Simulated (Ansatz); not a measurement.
Computed with Ansatz on PBE0-D4/def2-TZVP structures; ΔE is electronic, products minus reactants. CBS: MP2 limit from def2 TZ/QZ plus the TZ coupled-cluster correction, frozen cores. DFT in def2-TZVPP. B3LYP here is the variant with VWN-RPA as its local correlation; programs differ in this. Each species was taken in one conformer, which may not be the lowest.

Reaction (ligand exchange at the Si–S bond): `BCS[SiH2]F` + `S[SiH2]Cl` → `F[SiH2]S[SiH2]Cl` + `BCS`

`BCS[SiH2]F`:

Cartesian coordinates in Å:
```
B -1.736 0.652 -1.429
C -0.735 -0.005 -0.439
S 0.827 0.906 -0.217
Si 1.744 -0.283 1.256
F 2.179 -1.717 0.690
H -1.468 1.627 -2.064
H -2.806 0.132 -1.559
H -0.531 -1.013 -0.829
H -1.229 -0.167 0.526
H 0.797 -0.564 2.361
H 2.959 0.433 1.703
```

`S[SiH2]Cl`:

Z-matrix (Å, degrees):
```
Si
Cl 1 2.054
S 1 2.120 2 112.9
H 1 1.478 2 108.5 3 -116.6
H 1 1.479 2 106.5 3 122.3
H 3 1.344 1 94.3 2 70.4
```

`F[SiH2]S[SiH2]Cl`:

Z-matrix (Å, degrees):
```
Si
S 1 2.123
F 1 1.596 2 110.7
H 1 1.477 2 107.2 3 117.5
H 1 1.479 2 110.5 3 -118.7
Si 2 2.128 1 97.6 3 84.9
Cl 6 2.050 2 111.7 1 83.0
H 6 1.479 2 110.4 1 -36.4
H 6 1.477 2 106.9 1 -158.8
```

`BCS`:

Z-matrix (Å, degrees):
```
C
S 1 1.811
B 1 1.548 2 119.2
H 1 1.103 2 109.6 3 -120.2
H 1 1.095 2 108.4 3 126.7
H 2 1.341 1 97.1 3 11.3
H 3 1.198 1 118.3 2 171.7
H 3 1.197 1 122.4 2 -10.8
```

Problem. Is it downhill or uphill in electronic energy at CCSD(T)/CBS, and by how much? (Best estimate.)

Solution. Computed: Nearly level: ΔE = -0.02 eV.

Problem. What do these levels give: r2SCAN-D4, PBE0-D4, ωB97X-V, ωB97M-V, PBE, r2SCAN, B3LYP, MP2/def2-TZVPP, CCSD/def2-TZVPP, HF/CBS(def2), MP2/CBS(def2), CCSD/CBS(def2)? (Estimate.)

Solution. The calculation gave: r2SCAN-D4 -0.01, PBE0-D4 -0.02, ωB97X-V -0.01, ωB97M-V -0.02, PBE 0.01, r2SCAN 0.00, B3LYP 0.03, MP2/def2-TZVPP -0.02, CCSD/def2-TZVPP -0.01, HF/CBS(def2) 0.02, MP2/CBS(def2) -0.03, CCSD/CBS(def2) -0.01 eV.

Largest T1 diagnostic among the species: 0.011.

In def2-TZVPP, CCSD(T) changes the Hartree–Fock value by −0.03 eV (the triples alone add −0.00 eV) and MP2 by −0.04 eV. The D4 term adds −0.03 eV with B3LYP and −0.02 eV with PBE0; it sums over pairs of atoms, weighted by their polarisabilities, and B3LYP, whose exchange is more repulsive, gets the larger term.
